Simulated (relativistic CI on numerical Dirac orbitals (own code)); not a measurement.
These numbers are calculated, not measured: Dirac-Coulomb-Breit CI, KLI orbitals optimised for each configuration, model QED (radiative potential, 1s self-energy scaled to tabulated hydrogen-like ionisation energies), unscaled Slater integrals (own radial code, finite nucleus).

CI space (outside the closed core 1s2): 2s², 2s2p, 2p², 2p3s, 2p3p, 2s3s, 2s3p, 2s3d, 2s4s, 2s4p, 2s4d, 2s4f, 2s5s, 3s², 2s5p, 2s5d, 2s5f, 2s5g, 3s3p, 3p². Levels of other configurations are missing.

At this charge energies of transitions that change n are usually good to better than 1 %, and those within a shell (Δn = 0) to a few per cent.

Outline of the computed level scheme of Cd XLV. Lowest level of each configuration: 2s² ¹S0 at 0.00 eV; 2s2p ³P°0 at 89.22 eV; 2p² ³P0 at 258.51 eV; 2s3s ³S1 at 4181.47 eV; 2s3p ³P°0 at 4225.42 eV; 2p3s ³P°0 at 4295.32 eV; 2s3d ³D1 at 4306.39 eV; 2p3p ³D1 at 4327.24 eV; 2s4s ³S1 at 5621.06 eV.

Some strong electric-dipole decays among the lowest 36 levels: 2s3d ³D3 → 2s2p ³P°2 (2.9e+14 s⁻¹); 2s3d ³D2 → 2s2p ³P°1 (2.5e+14 s⁻¹); 2s3d ¹D2 → 2s2p ¹P°1 (2.4e+14 s⁻¹); 2s3d ³D1 → 2s2p ³P°0 (2.1e+14 s⁻¹); 2s3d ³D1 → 2s2p ³P°1 (1.5e+14 s⁻¹); 2p3p ³P0 → 2s2p ³P°1 (1.1e+14 s⁻¹); 2p3p ¹S0 → 2s2p ¹P°1 (9.7e+13 s⁻¹); 2p3p ³D3 → 2s2p ³P°2 (8.0e+13 s⁻¹).

LS names give the leading component of a level, which can be under half, so a name can repeat, a term be missing and a line seem to break the LS rules.
